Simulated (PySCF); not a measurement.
## Computed structure and properties of TlF3(H2O)

System: TlF3(H2O) (singlet); start: template (Cs). Method: PySCF 2.14.0, RKS PBE0, Tl def2-SVP with ECP60, F def2-SVP, O def2-SVP, H def2-SVP; non-relativistic Hamiltonian with scalar-relativistic core potentials where named; density fitting; no spin-orbit coupling.

Input of the relaxation:

```python
mol = gto.M(atom='''
Tl     0.01082    -0.01082     0.01082
F      1.10812     1.08648     1.10812
F     -1.08648    -1.10812     1.10812
F      1.10812    -1.10812    -1.08648
O     -1.27668     1.27668    -1.27668
H     -1.61728     2.16178    -1.07288
H     -1.61728     1.07288    -2.16178''',
    basis={'Tl': 'def2-SVP', 'F': 'def2-SVP', 'O': 'def2-SVP', 'H': 'def2-SVP'},
    ecp={'Tl': 'def2-SVP'},
    charge=0, spin=0)
mf = dft.RKS(mol, xc='PBE0')
mf.grids.atom_grid = (50, 194)
mf = mf.density_fit()  # fitting sets: Tl def2-universal-JKFIT, F def2-universal-JKFIT, O def2-universal-JKFIT, H def2-universal-JKFIT
mf.conv_tol = 1e-08; mf.max_cycle = 55
mf.kernel(dm0)  # dm0: converged density of the start geometry
# quasi-Newton relaxation in Cartesian coordinates to a largest gradient under 0.00045 Eh/bohr, steps kept in the point group
```

Run from Python with OMP_NUM_THREADS=2; the lines above give its settings. Where DIIS fails, smearing, a level shift and second-order steps follow.
It took 120 s on 2 threads of Arm Neoverse V1, on a shared host, from the converged density of the start.

Course of the relaxation:

| step | energy above end (eV) | largest force component within the symmetry (eV/Å) |
| --- | --- | --- |
| 0 | 1.3464 | 2.789 |
| 1 | 0.4509 | 0.970 |
| 2 | 0.3210 | 0.783 |
| 3 | 0.1599 | 0.389 |
| 4 | 0.1197 | 0.313 |
| 5 | 0.1053 | 0.129 |
| 6 | 0.1025 | 0.072 |
| 7 | 0.1008 | 0.137 |
| 33 | 0.0013 | 0.088 |
| 34 | -0.0002 | 0.052 |
| 35 | 0.0000 | 0.023 |
| 36 | -0.0002 | 0.022 |
| 37 | 0.0000 | 0.019 |
| 38 | 0.0000 | 0.008 |
(The steps between are left out.)

Relaxed geometry (Cs):

```xyz
7

Tl   -0.1921   -0.2234    0.2234
F     0.4585    1.6397    0.7635
F    -0.9658   -1.5340    1.5340
F     0.4585   -0.7635   -1.6397
O    -1.3686    1.2604   -1.2604
H    -0.8805    2.0427   -0.9489
H    -0.8805    0.9489   -2.0427
```

```
     contact      Å
  Tl1–F2 (F)  2.046
  Tl1–F3 (F)  2.009
  Tl1–F4 (F)  2.046
Tl1–O5 (H2O)  2.406
```

On the finer grid (75, 302):

```yaml
HOMO: -10.19 eV
LUMO: -3.83 eV
Dipole_about_the_centre_of_mass: 2.17 D
Set_of_Mulliken_populations_of_Tl1_outside_the_core_potential: s 2.90, p 6.82, d 10.23
D3_BJ_dispersion_energy_not_in_the_energies: -0.089 eV
```

| atom | Mulliken (e) | Löwdin (e) | spin (e) |
| --- | --- | --- | --- |
| Tl1 | 1.06 | 0.67 | 0.00 |
| F2 | -0.43 | -0.32 | 0.00 |
| F3 | -0.38 | -0.26 | 0.00 |
| F4 | -0.43 | -0.32 | 0.00 |
| O5 | -0.24 | 0.00 | 0.00 |
| H6 | 0.21 | 0.11 | 0.00 |
| H7 | 0.21 | 0.11 | 0.00 |

On the grid (50, 194), as all that follows. Harmonic modes: a minimum within the noise of the softest modes; lowest 44 cm⁻¹ (negative: unstable), highest 3820 cm⁻¹, zero-point energy 0.828 eV.

Taking off one F (charge -1, singlet; the rest: singlet) in vacuum, both parts rigid, costs 11.51 eV; the small basis without counterpoise inflates it. Most of it is the attraction of opposite charges; other ways to part are cheaper, and one spin state was tried for the rest.

Rigid scan of F along the line from its metal:

```
distance to F2 (Å)  energy (eV)
              1.75        1.433
              1.85        0.536
              1.95        0.115
              2.05        0.000
              2.15        0.079
              2.25        0.278
              2.45        0.847
              2.75        1.787
              3.15        2.850
              3.65        3.788
```

Taking off one H2O (charge 0, singlet; the rest: singlet) in vacuum, both parts rigid, costs 1.13 eV; the small basis without counterpoise inflates it.

Rigid scan of H2O along the line from its metal:

distance to O5 (Å), energy (eV) and a bar:
```
     2.11      0.379 #############
     2.21      0.141 #####
     2.31      0.030 #
     2.41      0.000 
     2.51      0.022 #
     2.61      0.074 ###
     2.81      0.218 ########
     3.11      0.440 ###############
     3.51      0.673 #######################
     4.01      0.865 ##############################
```

One start shape was tried, so this needn't be the lowest isomer.
